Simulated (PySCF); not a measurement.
# How methods differ on the ionisation energy of V²⁺

V²⁺ [Ar] 3d3 (4F) → V³⁺ [Ar] 3d2 (3F), as a difference of total energies. Calculation: PySCF 2.14, in cc-pVDZ-DK; the spin-free X2C one-electron Hamiltonian (Gaussian nucleus). Correlated levels: valence: [Ar] frozen. The calculations carry no spin-orbit coupling.

```csv
method,ionisation energy (eV),difference from reference (eV)
UHF,28.465,-0.846
BP86,30.176,+0.865
M06-L,29.794,+0.483
MP2 (valence),28.748,-0.563
SCS-MP2 (valence),28.559,-0.752
```

Reference: 29.311 eV (measured; NIST Atomic Spectra Database, ionization energies).

The reference lies between the lowest fine-structure levels, while these numbers refer to the centres of the terms.

Errors of the correlated levels include the incompleteness of this basis and the frozen core.
